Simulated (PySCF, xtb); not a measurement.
hexafluorocyclobutene (C4F6), SMILES FC1=C(F)C(F)(F)C1(F)F.

Harmonic wavenumbers (cm⁻¹) from GFN2-xTB run with xtb at its own minimum, in rising order: 71, 166, 191, 208, 237, 262, 271, 390, 429, 433, 518, 580, 598, 672, 732, 888, 912, 1093, 1097, 1109, 1207, 1289, 1310, 1803.

What does B3LYP-D3(BJ)/def2-SVP (PySCF 2.14.0) give at its own minimum? (The exact figures need the calculation; the answer reports its results.)

66, 182, 210, 224, 234, 264, 280, 427, 472, 488, 577, 638, 649, 699, 858, 984, 1000, 1158, 1202, 1210, 1298, 1409, 1441, 1855. Paired by order, the mean absolute difference is 57 cm⁻¹ and the zero-point energies are 23.5 and 25.5 kcal/mol.
